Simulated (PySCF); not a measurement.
NS, SMILES [N]=S, multiplicity 2. The structure is a stationary point at PBE-D3(BJ)/def2-TZVPD.

Computed with PBE-D3(BJ)/def2-TZVPD (PySCF 2.14.0).

Harmonic wavenumbers (cm⁻¹): 1214. Rotational constants (GHz): 22.89 (linear); symmetry number 1.

Problem. Work out the zero-point energy and the ideal-gas rigid-rotor harmonic-oscillator thermochemistry at 298.15 K and 1 atm.

Solution. ZPE = ½ Σ hcν = ½ × 1214 cm⁻¹ = 1.73 kcal/mol. H − E(el) = 3.82 kcal/mol. Entropy in cal/(mol K): translation 37.41, rotation 13.12, vibration 0.04, spin 1.38, total 51.95. G − E(el) = -11.67 kcal/mol. Cp = 7.15 cal/(mol K).
